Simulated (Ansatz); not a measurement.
Mulliken charges of ClF2HOZr, SMILES `[OH][Zr]([F])([F])[Cl]` from r2SCAN/def2-TZVPP in Ansatz (PBE0-D4/def2-TZVP geometry).

```csv
atom,x (Å),y (Å),z (Å),charge (e)
O1,-0.916,0.248,1.076,-0.530
Zr2,0.299,-0.175,-0.310,1.407
F3,1.948,-0.723,0.450,-0.378
F4,-0.401,-1.604,-1.342,-0.378
Cl5,0.642,1.704,-1.685,-0.333
H6,-1.531,0.486,1.765,0.212
```

Q: By hand: the dipole of these point charges (1 e Å = 4.8032 D).

A: Σ q r = (-0.217, 0.038, 0.266) e Å, of length 0.345 e Å = 1.66 D.

Q: How does the dipole of the full density compare? (Estimate.)

A: Ansatz gave: (-0.367, 0.071, 0.447) e Å, 2.80 D; the point charges give 0.59 times that, at 1° from its direction.

Point charges leave out the atoms' own dipoles, such as those of lone pairs, and Mulliken's split depends on the basis, so the two needn't agree.
